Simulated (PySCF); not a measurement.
Molfile (atoms numbered from 1):
```
C8H12P
     RDKit          3D

 21 21  0  0  0  0  0  0  0  0999 V2000
    4.6280    1.0508   -0.9238 C   0  0  0  0  0  0  0  0  0  0  0  0
    3.6062    0.4193   -0.7847 C   0  0  0  0  0  0  0  0  0  0  0  0
    2.3525   -0.2863   -0.6130 C   0  0  0  0  0  0  0  0  0  0  0  0
    1.0158    0.9280   -0.3392 P   0  0  0  0  0  0  0  0  0  0  0  0
   -0.5913    0.2295   -0.1423 C   0  0  0  0  0  0  0  0  0  0  0  0
   -1.3133    0.3386    0.9907 C   0  0  0  0  0  0  0  0  0  0  0  0
   -2.6072   -0.3954    0.8688 C   0  0  0  0  0  0  0  0  0  0  0  0
   -2.7200   -0.6970   -0.6354 C   0  0  0  0  0  0  0  0  0  0  0  0
   -1.2846   -0.6129   -1.1917 C   0  0  0  0  0  0  0  0  0  0  0  0
    5.5510    1.5924   -1.0502 H   0  0  0  0  0  0  0  0  0  0  0  0
    2.3617   -0.9683    0.2550 H   0  0  0  0  0  0  0  0  0  0  0  0
    2.0812   -0.8828   -1.5022 H   0  0  0  0  0  0  0  0  0  0  0  0
    1.0705    1.8174   -1.4350 H   0  0  0  0  0  0  0  0  0  0  0  0
    1.3516    1.6960    0.7938 H   0  0  0  0  0  0  0  0  0  0  0  0
   -1.0012    0.8641    1.8985 H   0  0  0  0  0  0  0  0  0  0  0  0
   -2.5507   -1.3110    1.4880 H   0  0  0  0  0  0  0  0  0  0  0  0
   -3.4537    0.1833    1.2701 H   0  0  0  0  0  0  0  0  0  0  0  0
   -3.3401    0.0741   -1.1160 H   0  0  0  0  0  0  0  0  0  0  0  0
   -3.1906   -1.6667   -0.8430 H   0  0  0  0  0  0  0  0  0  0  0  0
   -1.2460   -0.1723   -2.2005 H   0  0  0  0  0  0  0  0  0  0  0  0
   -0.8063   -1.6065   -1.2584 H   0  0  0  0  0  0  0  0  0  0  0  0
  1  2  3  0
  2  3  1  0
  3  4  1  0
  4  5  1  0
  5  6  2  0
  6  7  1  0
  7  8  1  0
  8  9  1  0
  9  5  1  0
  1 10  1  0
  3 11  1  0
  3 12  1  0
  4 13  1  0
  4 14  1  0
  6 15  1  0
  7 16  1  0
  7 17  1  0
  8 18  1  0
  8 19  1  0
  9 20  1  0
  9 21  1  0
M  CHG  1   4   1
M  END
```

Geometry: PBE0-D3(BJ)/def2-SVP; GIAO shifts from PySCF 2.14, gas phase, non-relativistic, averaged over equivalent atoms.

At mPW1PW91/pcSseg-1 (220 basis functions, 37 s wall time on 1 thread of an Intel Xeon 6975P-C, shared host):
| atoms | δ (ppm) |
| --- | --- |
| C6 | 182.0 |
| C5 | 115.1 |
| C1 | 90.7 |
| C2 | 66.0 |
| C7 | 41.0 |
| C9 | 36.4 |
| C8 | 27.0 |
| C3 | 12.9 |
| P4 | -49.8 |
| H15 | 7.62 |
| H13/H14 | 6.30 |
| H11/H12 | 3.28 |
| H10 | 3.04 |
| H16/H17 | 3.02 |
| H20/H21 | 2.63 |
| H18/H19 | 2.45 |

Scale: ¹³C (σref 183.54) and ¹H (σref 31.32) vs TMS; H3PO4 for ³¹P (σref 308.48) (reference shieldings calculated alike).

What do these become at PBE0/pcSseg-1?

## Answers


```json
{"atoms": "C6", "δ at PBE0/pcSseg-1": "181.9", "change": "-0.1"}
{"atoms": "C5", "δ at PBE0/pcSseg-1": "115.1", "change": "+0.0"}
{"atoms": "C1", "δ at PBE0/pcSseg-1": "91.0", "change": "+0.3"}
{"atoms": "C2", "δ at PBE0/pcSseg-1": "66.5", "change": "+0.5"}
{"atoms": "C7", "δ at PBE0/pcSseg-1": "41.0", "change": "+0.0"}
{"atoms": "C9", "δ at PBE0/pcSseg-1": "36.4", "change": "+0.0"}
{"atoms": "C8", "δ at PBE0/pcSseg-1": "26.8", "change": "-0.2"}
{"atoms": "C3", "δ at PBE0/pcSseg-1": "12.8", "change": "-0.1"}
{"atoms": "P4", "δ at PBE0/pcSseg-1": "-51.3", "change": "-1.5"}
{"atoms": "H15", "δ at PBE0/pcSseg-1": "7.64", "change": "+0.02"}
{"atoms": "H13/H14", "δ at PBE0/pcSseg-1": "6.32", "change": "+0.02"}
{"atoms": "H11/H12", "δ at PBE0/pcSseg-1": "3.29", "change": "+0.01"}
{"atoms": "H10", "δ at PBE0/pcSseg-1": "3.03", "change": "-0.01"}
{"atoms": "H16/H17", "δ at PBE0/pcSseg-1": "3.03", "change": "+0.01"}
{"atoms": "H20/H21", "δ at PBE0/pcSseg-1": "2.64", "change": "+0.01"}
{"atoms": "H18/H19", "δ at PBE0/pcSseg-1": "2.46", "change": "+0.01"}
```

δ = σ(ref) − σ, references computed at the same level: TMS for ¹³C (184.41 ppm) and ¹H (31.27 ppm); H3PO4 for ³¹P (310.13 ppm).

The largest change is at P4 (phosphorus bonded to 2 C, 2 H). Cost: 220 basis functions, 41 s wall time on 1 thread of an Intel Xeon 6975P-C, shared host. The order of the carbon signals is the same at both levels.

Experimental scales use liquid or dissolved standards, which lie at an offset from isolated H3PO4.
